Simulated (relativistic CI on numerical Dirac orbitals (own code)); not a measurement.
**Xe36+: sensitivity of the levels to the model**

Base calculation: Dirac-Coulomb-Breit CI, separate exchange-only KLI orbitals for each configuration, QED by a radiative potential, unscaled Slater integrals.

Configurations in the expansion (outside the closed core [Ne]): 3s2 3p6, 3s2 3p5 3d, 3s 3p6 3d, 3s2 3p5 4s, 3s2 3p5 4p, 3s2 3p5 4d, 3s 3p6 4s, 3p6 3d 4p, 3s2 3p5 4f, 3s 3p6 4p, 3s 3p6 4d, 3s 3p6 4f, 3s2 3p5 5s, 3s2 3p5 5p, 3s2 3p5 5d, 3s2 3p5 5f, 3s2 3p5 5g, 3s 3p6 5s, 3s 3p6 5p, 3s 3p6 5d, 3s 3p6 5f, 3p6 3d2, 3p5 3d3, 3p5 3d2 4s, 3p5 3d2 4p, 3p5 3d2 4d, 3p6 3d 4s, 3p5 3d 4s2, 3p5 3d 4s 4p, 3p5 3d 4s 4d, 3p6 4s2, 3p5 4s2 4p, 3p5 4s2 4d. Double excitations out of closed p, d and f shells are left out; levels of such configurations are missing from the list, as are those of other unlisted configurations, and high levels can miss mixing partners. These lack a partner that the ground configuration has and come out too high: 3s2 3p5 4f, 3s2 3p5 5s, 3s2 3p5 5p, 3s2 3p5 5d, 3s2 3p5 5f.

The lowest level and the first level of each name with at least 55 % of one term (blank where a level has no safe partner in the second run):

| Level | Base (eV) | Shift (eV) |
| --- | --- | --- |
| 3s2 3p6 1S_0 | 0.000 | 0.000 |
| 3s2 3p5 3d 3P°_0 | 156.508 | +0.478 |
| 3s2 3p5 3d 3P°_1 | 162.112 | +0.717 |
| 3s2 3p5 3d 3F°_3 | 167.373 | +0.833 |
| 3s2 3p5 3d 3F°_4 | 179.553 | +1.475 |
| 3s2 3p5 3d 3D°_3 | 191.237 | +1.284 |
| 3s2 3p5 3d 3D°_1 | 207.861 | +1.197 |
| 3s2 3p5 3d 3F°_2 | 241.831 | +1.823 |
| 3s2 3p5 3d 1P°_1 | 274.212 | +1.619 |
| 3s 3p6 3d 3D_1 | 378.562 | +0.510 |
| 3s 3p6 3d 3D_2 | 381.960 | +0.662 |
| 3s 3p6 3d 3D_3 | 395.667 | +1.230 |
| 3s 3p6 3d 1D_2 | 406.503 | +1.096 |
| 3p6 3d2 3F_2 | 768.483 | +1.141 |

At this charge energies of transitions that change n are usually good to better than 1 %, and those within a shell (Δn = 0) to a few per cent.

Problem. One thing was changed in a second run, which moved the levels as shown. Which?
A. configuration mixing switched off
B. non-relativistic limit
C. Breit term removed
D. QED terms removed

Solution. C. Breit term removed. The Breit term mainly narrows fine-structure intervals, so removing it widens them.

LS names give the leading component of a level, which can be under half, so a name can repeat, a term be missing and a line seem to break the LS rules.
